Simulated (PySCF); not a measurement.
Si(Br)(OH)(NH2)2 (BrH5N2OSi), SMILES N[Si](N)(O)Br. The structure is a stationary point at PBE-D3(BJ)/def2-SVP. The structure was generated by enumeration, and PubChem lists no compound with its InChIKey, so it may never have been made. Other conformers were not sampled.

Calculation: PySCF 2.14.0 with PBE-D3(BJ)/def2-SVP.

Harmonic wavenumbers (cm⁻¹): 148, 170, 235, 245, 258, 276, 319, 366, 390, 421, 428, 752, 778, 813, 842, 932, 939, 1473, 1479, 3496, 3511, 3603, 3615, 3763. Rotational constants (GHz): 3.675, 1.488, 1.422; symmetry number 1.

Work out the zero-point energy and the ideal-gas rigid-rotor harmonic-oscillator thermochemistry at 298.15 K and 1 atm.

ZPE = ½ Σ hcν = ½ × 29251 cm⁻¹ = 41.82 kcal/mol. H − E(el) = 47.48 kcal/mol. Entropy in cal/(mol K): translation 41.06, rotation 28.12, vibration 18.26, total 87.44. G − E(el) = 21.41 kcal/mol. Cp = 29.97 cal/(mol K). Modes under 150 cm⁻¹ make the vibrational entropy uncertain.
